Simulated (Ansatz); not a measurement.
Two structures of BNH₄Cl₃F, singlet, reached by relaxing down either side of one saddle point (PBE0-D4/def2-TZVP). Energies are electronic, without zero-point energy. Program: Ansatz 0.2.0. Basis: def2-TZVPP and def2-QZVPP. Cores are frozen in the correlated methods. Extrapolation: Hartree–Fock as exp(−7.88 √X), correlation as X^−2.97. First:

```json
{"atom": "B1", "x (Å)": "-0.6163", "y (Å)": "-0.0730", "z (Å)": "-0.8216"}
{"atom": "Cl2", "x (Å)": "0.1869", "y (Å)": "1.5849", "z (Å)": "-1.1124"}
{"atom": "Cl3", "x (Å)": "0.2206", "y (Å)": "-1.4054", "z (Å)": "-1.7314"}
{"atom": "Cl4", "x (Å)": "-2.4135", "y (Å)": "0.0030", "z (Å)": "-1.0928"}
{"atom": "H5", "x (Å)": "0.5936", "y (Å)": "-0.3329", "z (Å)": "0.9766"}
{"atom": "N6", "x (Å)": "-0.4026", "y (Å)": "-0.3858", "z (Å)": "0.7345"}
{"atom": "H7", "x (Å)": "1.8592", "y (Å)": "1.0533", "z (Å)": "0.0396"}
{"atom": "F8", "x (Å)": "2.2397", "y (Å)": "0.5864", "z (Å)": "0.7664"}
{"atom": "H9", "x (Å)": "-0.7546", "y (Å)": "-1.3179", "z (Å)": "0.9393"}
{"atom": "H10", "x (Å)": "-0.9130", "y (Å)": "0.2874", "z (Å)": "1.3018"}
```

Second:

B1  (-1.049, -0.611, -0.536)
Cl2  (1.588, 1.991, -1.751)
Cl3  (-0.387, -1.608, -1.807)
Cl4  (-2.176, 0.672, -0.895)
H5  (0.774, 0.191, 1.000)
N6  (-0.640, -0.827, 0.803)
H7  (1.760, 1.607, -0.530)
F8  (1.543, 0.736, 1.124)
H9  (-0.211, -1.710, 1.043)
H10  (-1.201, -0.440, 1.549)
(Å)

Problem. Which bonds change from the first to the second?

Solution. BCl₃ ([Cl][B]([Cl])[Cl]) + NH₃ + HF → BNH₂Cl₂ ([NH2][B]([Cl])[Cl]) + HCl + HF; bonds formed: Cl2–H7, H5–F8; dative contacts that become bonds: B1–N6; bonds broken: B1–Cl2, H5–N6, H7–F8.

Problem. Give the saddle point's structure and its height above each. (Judge from chemistry; the value comes from the calculation.)

Solution. The calculation gives: 31.30 kcal/mol above the first and 14.25 kcal/mol above the second (CCSD(T) at an estimated basis limit (MP2 extrapolated from triple and quadruple zeta, plus CCSD(T) − MP2 in triple zeta)).
```
atom    x (Å)    y (Å)    z (Å)
  B1  -0.7620  -0.3030  -0.7194
 Cl2   0.8747   1.3818  -1.3776
 Cl3  -0.3341  -1.5902  -1.8483
 Cl4  -2.2425   0.6247  -0.9722
  H5   0.7888   0.1347   1.0045
  N6  -0.3353  -0.5103   0.6980
  H7   1.4869   1.1988  -0.1327
  F8   1.7018   0.7331   1.1115
  H9  -0.1421  -1.4893   0.8830
 H10  -1.0362  -0.1802   1.3533
```

No T1 diagnostic of these runs exceeds 0.011.

Labels in which every atom is bracketed show which atoms are joined, not bond orders.

For scale, one of the runs: CCSD(T)/def2-TZVPP, 275 basis functions, launched by `ansatz run in.yaml --threads 8 --pin off --events-out ev --progress --plain --max-ram 19148MiB`. The run took 3.9 min on 8 CPU threads of an Arm Neoverse V1 (shared host), with 7.5 GiB of host memory at its peak.
